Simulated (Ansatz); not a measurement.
Molecule: sum formula H4Si2OF (charge 0, doublet). It need not be the lowest isomer of its formula. 
Geometry from a B3LYP-D3(BJ)/def2-TZVP (Ansatz, a first-principles code) optimisation:
```
O
Si 1 1.6228
F 2 1.6005 1 109.46
Si 1 1.6471 2 150.83 3 -45.73
H 2 1.4709 3 107.79 1 118.24
H 2 1.4739 5 113.28 3 -118.45
H 4 1.4865 1 107.46 2 -160.00
H 4 1.4901 7 110.53 1 -119.43
```
Charge 0, spin multiplicity 2.

Dipole moments at this geometry, in debye (magnitudes).

```csv
level,program,dipole (D)
PBE/def2-TZVPD,Ansatz,1.08
B97M-V/def2-TZVPD,Ansatz,?
PBE0/def2-TZVPD,Ansatz,1.15
HSE06/def2-TZVPD,Ansatz,1.14
wB97X-V/def2-TZVPD,Ansatz,1.17
CCSD(T)/aug-cc-pV(D+d)Z,Ansatz,?
```

Fill in the missing entries.


- B97M-V/def2-TZVPD, dipole (D): 0.91
- CCSD(T)/aug-cc-pV(D+d)Z, dipole (D): 1.12
